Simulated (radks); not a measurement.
The numbers below are computed, except where a source is named.
The selenium anion Se2-, [Kr], held by a Watson sphere: a shell of charge +2 at radius R that stands for the Madelung well of a crystal (potential energy -2/R inside, -2/r outside, in hartree with lengths in bohr). Level of theory: scalar-relativistic Kohn-Sham, r2SCAN, spin-polarised, spherical densities, finite nucleus; meta-GGA in the generalised Kohn-Sham scheme; Fermi nuclear charge, rms radius of each element as measured or else 0.836 A^(1/3) + 0.57 fm (a radial shooting solver on a logarithmic mesh with Libxc functionals).

| R (bohr) | e(3d) (eV) | e(4s) (eV) | e(4p) (eV) | <r> 4p (bohr) | sum of <r^2> (bohr^2) | X-ray form factor at sin(theta)/lambda = 0.2 1/angstrom |
|---|---|---|---|---|---|---|
| 2.8 | -51.752 | -17.405 | -7.115 | 2.422 | 58.03 | 26.992 |
| 3.48 | -51.003 | -15.945 | -5.872 | 2.572 | 64.20 | 26.886 |
| 3.69 | -50.780 | -15.571 | -5.520 | 2.613 | 65.99 | 26.872 |
| 3.91 | -50.552 | -15.212 | -5.170 | 2.653 | 67.83 | 26.864 |
| 4.41 | -50.057 | -14.501 | -4.451 | 2.736 | 71.84 | 26.861 |
